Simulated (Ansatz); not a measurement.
System: CuCl, charge 0, multiplicity 3. The spin state was set by rule; other spins were not relaxed. SMILES of the parent species: [Cl][Cu]
Coordinates optimised at B3LYP-D3(BJ)/def2-TZVP (Ansatz, a program for electronic structure):
```xyz
2

Cu     0.0000     0.0000    -0.8051
Cl     0.0000     0.0000     1.3733
```
Charge 0, spin multiplicity 3.

Computed values are from Ansatz. Valence correlation only, unless marked. Open shells are spin-unrestricted. Spin-orbit coupling is left out. The frozen core is the preceding noble-gas configuration, with the filled d and f shells of earlier blocks. Non-relativistic. Basis-set limits of correlation are two-point, X^-3; Hartree-Fock from the larger set.

Problem. What is the dipole moment at CCSD(T)/def2-SVPD?

Solution. 2.53 D.

Problem. What is the atomisation energy De at CCSD(T)/CBS(def2-TZVPPD,def2-QZVPPD)?

Solution. 119.6 kJ/mol.

Problem. What is the total energy at CCSD(T)/CBS(def2-TZVPPD,def2-QZVPPD)?

Solution. -2099.2054 Eh.

Problem. What is the T1 diagnostic at CCSD/def2-QZVPPD?

Solution. 0.034.
